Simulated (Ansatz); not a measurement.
Cost and result for the atomization energy of C₂H₆SeSi, SMILES `CC([SiH3])=[Se]` (10 atoms, 9 bonds).

Z-matrix (Å, degrees):
```
C
C 1 1.489
H 1 1.090 2 112.2
H 1 1.097 2 110.0 3 -122.0
H 1 1.097 2 110.0 3 122.0
Si 2 1.883 1 118.0 3 -179.9
Se 2 1.764 1 122.7 3 0.0
H 6 1.490 2 108.5 1 -58.1
H 6 1.478 2 111.0 1 -179.8
H 6 1.490 2 108.5 1 58.5
```

The species carries charge 0 and has multiplicity 1. Correlated methods include outer-core shells of Se, which these sets cover unevenly. Scalar relativity is left out up to krypton. The geometry is a stationary point of PBE0-D4/def2-TZVP. Program: Ansatz. All runs use 4 threads of an Arm Neoverse V1 on a shared host. Times are those of one run each, without the atoms' runs, and a repeat can differ threefold. Electronic energies, without spin–orbit coupling; frozen cores. CCSD(T)/CBS adds CCSD(T) − MP2 in def2-TZVPP to the MP2 limit, and its time is that of the two runs behind it. T1 = 0.015; the RHF reference is unstable towards UHF. With those shells the extrapolation isn't a true limit.

CCSD(T)/CBS is a level of theory with its own doubt, some kJ/mol a heavy atom from the limit and from the frozen cores, so smaller differences don't rank the functionals.

```json
{"level": "LDA (SPW92)/def2-TZVPP", "functions": "236", "wall time": "1.8 s", "atomization (kJ/mol)": "3877.2", "difference from CCSD(T)/CBS": "452.6", "per bond": "50.3"}
{"level": "revPBE-D4/def2-TZVPP", "functions": "236", "wall time": "2.8 s", "atomization (kJ/mol)": "3394.6", "difference from CCSD(T)/CBS": "-30.0", "per bond": "-3.3"}
{"level": "BHLYP-D4/def2-TZVPP", "functions": "236", "wall time": "5.5 s", "atomization (kJ/mol)": "3330.3", "difference from CCSD(T)/CBS": "-94.3", "per bond": "-10.5"}
{"level": "r2SCAN-D4/def2-TZVPP (with forces)", "functions": "236", "wall time": "6 s", "atomization (kJ/mol)": "3422.5", "difference from CCSD(T)/CBS": "-2.1", "per bond": "-0.2"}
{"level": "PBE-QIDH/def2-TZVPP", "functions": "236", "wall time": "7 s", "atomization (kJ/mol)": "3390.5", "difference from CCSD(T)/CBS": "-34.1", "per bond": "-3.8"}
{"level": "CCSD(T)/def2-SVP", "functions": "108", "wall time": "7 s", "atomization (kJ/mol)": "3232.2", "difference from CCSD(T)/CBS": "-192.4", "per bond": "-21.4"}
{"level": "B2PLYP/def2-TZVPP", "functions": "236", "wall time": "7.5 s", "atomization (kJ/mol)": "3375.9", "difference from CCSD(T)/CBS": "-48.7", "per bond": "-5.4"}
{"level": "r2SCANh-D4/def2-TZVPP", "functions": "236", "wall time": "8.5 s", "atomization (kJ/mol)": "3403.2", "difference from CCSD(T)/CBS": "-21.4", "per bond": "-2.4"}
{"level": "B97M-V/def2-TZVPP", "functions": "236", "wall time": "12 s", "atomization (kJ/mol)": "3420.3", "difference from CCSD(T)/CBS": "-4.3", "per bond": "-0.5"}
{"level": "ωB97M-V/def2-TZVPP (with forces)", "functions": "236", "wall time": "16 s", "atomization (kJ/mol)": "3407.2", "difference from CCSD(T)/CBS": "-17.4", "per bond": "-1.9"}
{"level": "MP2/def2-QZVPP", "functions": "453", "wall time": "33 s", "atomization (kJ/mol)": "3414.4", "difference from CCSD(T)/CBS": "-10.2", "per bond": "-1.1"}
{"level": "CCSD(T)/def2-TZVPP", "functions": "236", "wall time": "2.8 min", "atomization (kJ/mol)": "3334.9", "difference from CCSD(T)/CBS": "-89.7", "per bond": "-10.0"}
{"level": "CCSD(T)/CBS(def2)", "functions": "–", "wall time": "3.3 min", "atomization (kJ/mol)": "3424.6", "difference from CCSD(T)/CBS": "0.0", "per bond": "0.0"}
```

From r2SCAN to r2SCAN0 (25 % exact exchange), in def2-TZVPP and without D4, the atomization energy moves by −47.5 kJ/mol: exact exchange takes away binding that semilocal exchange gives to molecules. In def2-TZVPP, CCSD(T) changes the Hartree–Fock value by +846.2 kJ/mol (the triples alone add +56.1 kJ/mol) and MP2 by +873.1 kJ/mol; breaking electron pairs costs correlation energy, which Hartree–Fock lacks. The D4 term adds +38.0 kJ/mol with B3LYP and +19.8 kJ/mol with PBE0; it sums over pairs of atoms, weighted by their polarisabilities, and B3LYP, whose exchange is more repulsive, gets the larger term.

B3LYP here is the variant with VWN-RPA as its local correlation; programs differ in this.

For some Ge, Se and Sn compounds the MP2-based and the directly extrapolated limit differ by 10 to 25 kJ/mol.
